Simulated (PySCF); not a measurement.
**Computed vibrations of [Pb(BH4)3]−**

[Pb(BH4)3]− (singlet). PySCF 2.14.0, RKS PBE0, Pb def2-SVP with ECP60, B def2-SVP, H def2-SVP; non-relativistic Hamiltonian with scalar-relativistic core potentials where named; density fitting; no spin-orbit coupling. Central differences of gradients.

```xyz
16

Pb    0.0000    0.0000    0.0000
B     2.6715    0.0258    0.0000
H     3.8959   -0.0412    0.0000
H     2.2041   -0.5603    1.0089
H     2.2041   -0.5603   -1.0089
H     2.2905    1.2092    0.0000
B    -1.3581    2.3007    0.0000
H    -1.9123    3.3946    0.0000
H    -0.6168    2.1890    1.0089
H    -0.6168    2.1890   -1.0089
H    -2.1925    1.3791    0.0000
B    -1.3134   -2.3265    0.0000
H    -1.9836   -3.3534    0.0000
H    -1.5873   -1.6287    1.0089
H    -1.5873   -1.6287   -1.0089
H    -0.0981   -2.5883    0.0000
```

Run from Python with OMP_NUM_THREADS=2. Where DIIS fails, smearing, a level shift and second-order steps follow.
It took 6.8 min on 2 threads of Intel(R) Xeon(R) Processor @ 2.50GHz (Skylake/Cascade Lake) (shared host).

(1) What are the harmonic wavenumbers and infrared intensities?

(2) Is this a minimum?

Answers

(1) Modes are labelled in C3h; negative numbers are unstable modes, those under 60 cm⁻¹ near the noise; a finer grid moves soft modes by up to 10 cm⁻¹.
| cm⁻¹ | km/mol | symmetry |
| --- | --- | --- |
| -114 | – | a'' |
| 70 | 1.9 | e' |
| 70 | 1.9 | e' |
| 73 | 0.0 | e'' |
| 73 | 0.0 | e'' |
| 111 | 9.3 | a'' |
| 242 | 239.4 | e' |
| 242 | 239.4 | e' |
| 304 | 0.0 | a' |
| 316 | 30.9 | a'' |
| 318 | 113.7 | e' |
| 318 | 113.7 | e' |
| 370 | 0.0 | a' |
| 419 | 0.0 | e'' |
| 419 | 0.0 | e'' |
| 1052 | 116.9 | e' |
| 1052 | 116.9 | e' |
| 1058 | 0.0 | a' |
| 1068 | 63.8 | e' |
| 1068 | 63.8 | e' |
| 1068 | 0.0 | a' |
| 1069 | 0.0 | e'' |
| 1069 | 0.0 | e'' |
| 1070 | 46.6 | a'' |
| 1177 | 1.5 | a'' |
| 1184 | 0.0 | e'' |
| 1184 | 0.0 | e'' |
| 1194 | 3.6 | e' |
| 1194 | 3.6 | e' |
| 1201 | 0.0 | a' |
| 2224 | 361.6 | a'' |
| 2249 | 252.0 | e' |
| 2249 | 252.0 | e' |
| 2252 | 0.0 | e'' |
| 2252 | 0.0 | e'' |
| 2253 | 0.0 | a' |
| 2344 | 0.0 | a' |
| 2348 | 119.9 | e' |
| 2348 | 119.9 | e' |
| 2471 | 463.8 | e' |
| 2471 | 463.8 | e' |
| 2476 | 0.0 | a' |

(2) No: 1 unstable; the lowest moves the atoms so:
```
Pb   0.00  0.00  0.03
B    0.00  0.00 -0.13
H    0.00  0.00 -0.39
H    0.17 -0.15 -0.15
H   -0.17  0.15 -0.15
H    0.00  0.00  0.09
B    0.00  0.00 -0.13
H    0.00  0.00 -0.39
H    0.04  0.23 -0.15
H   -0.04 -0.23 -0.15
H    0.00  0.00  0.09
B    0.00  0.00 -0.13
H    0.00  0.00 -0.39
H   -0.22 -0.07 -0.15
H    0.22  0.07 -0.15
H    0.00  0.00  0.09
```
